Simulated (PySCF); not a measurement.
SMILES [GeH3][GeH3], CAM-B3LYP/def2-SVP optimised geometry.

```
8

Ge    -0.52    -0.39     0.00
Ge    -1.37    -1.56    -1.94
H     -1.01    -1.07     1.29
H     -1.01     1.07     0.00
H      1.01    -0.39     0.00
H     -0.88    -3.02    -1.94
H     -0.88    -0.89    -3.23
H     -2.91    -1.56    -1.94
```

Density from CAM-B3LYP/def2-TZVP (PySCF) at that geometry.

Minimum of the electron density along straight lines between bonded atoms, close to the bond critical point (lines longer than 1.1 times the sum of covalent radii, or with two minima, are not listed):

| bond | length / Å | ρ at the minimum / e bohr⁻³ | ∇²ρ there / e bohr⁻⁵ | position (fraction from the first atom) |
|---|---|---|---|---|
| Ge1–Ge2 | 2.421 | [?] | [?] | 0.50 |
| Ge1–H3 | 1.536 | 0.133 | 0.06 | 0.59 |
| Ge1–H4 | 1.536 | 0.133 | 0.06 | 0.59 |
| Ge1–H5 | 1.536 | 0.133 | 0.06 | 0.59 |
| Ge2–H6 | 1.536 | 0.133 | 0.06 | 0.59 |
| Ge2–H7 | 1.536 | 0.133 | 0.06 | 0.59 |
| Ge2–H8 | 1.536 | 0.133 | 0.06 | 0.59 |

Q: Some entries are withheld; supply them.

A: 
- Ge1–Ge2, ρ at the minimum / e bohr⁻³: 0.088
- Ge1–Ge2, ∇²ρ there / e bohr⁻⁵: -0.10
